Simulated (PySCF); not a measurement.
Harmonic spectrum computed at PBE in the def2-SVP basis family (core potentials from Rb on, PySCF, no spin–orbit coupling):

```csv
ω (cm⁻¹),IR (km/mol)
43,0.5
238,2.7
273,43.6
```

Question: Which molecule gave it? In each, all ligands are bound to the one heavy central atom.
A. LaBr₂ (doublet)
B. WBr₂ (quintet)
C. RuBr₂ (quintet)
D. GeBr₂ (singlet)

Answer: B. It has C2v symmetry with W–Br 2.433 Å (×2).
